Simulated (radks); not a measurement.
Values are calculated unless marked as measured or tabulated.
Task: Valence configurations of neutral cadmium (all share [Kr]). Level of theory: scalar-relativistic Kohn-Sham, PBE, spin-polarised, spherical densities, point nucleus; open shells are filled with parallel spins first (spin-orbit coupling, left out, can overturn this in heavy ions) (a radial shooting solver on a logarithmic mesh with Libxc functionals). Order these by energy: 4d8 5s2 5p2; 4d9 5s2 5p1; 4d10 5s2; 4d10 5s1.5 5p0.5; 4d10 5p2; 4d10 5s1 5p1; 4d9.5 5s2 5p0.5; 4d7 5s1 5p4; 4d9 5s1 5p2; 4d8 5s1 5p3.

Result: From the lowest, in eV above it: 4d10 5s2 0.000; 4d10 5s1.5 5p0.5 2.127; 4d10 5s1 5p1 4.045; 4d9.5 5s2 5p0.5 5.704; 4d10 5p2 9.076; 4d9 5s2 5p1 12.260; 4d9 5s1 5p2 16.485; 4d8 5s2 5p2 27.844; 4d8 5s1 5p3 32.087; 4d7 5s1 5p4 53.569. NIST lists [Kr] 4d10 5s2 as the ground configuration; this level of theory agrees among the configurations tried. The energies are those of spherical high-spin densities, not of single terms.
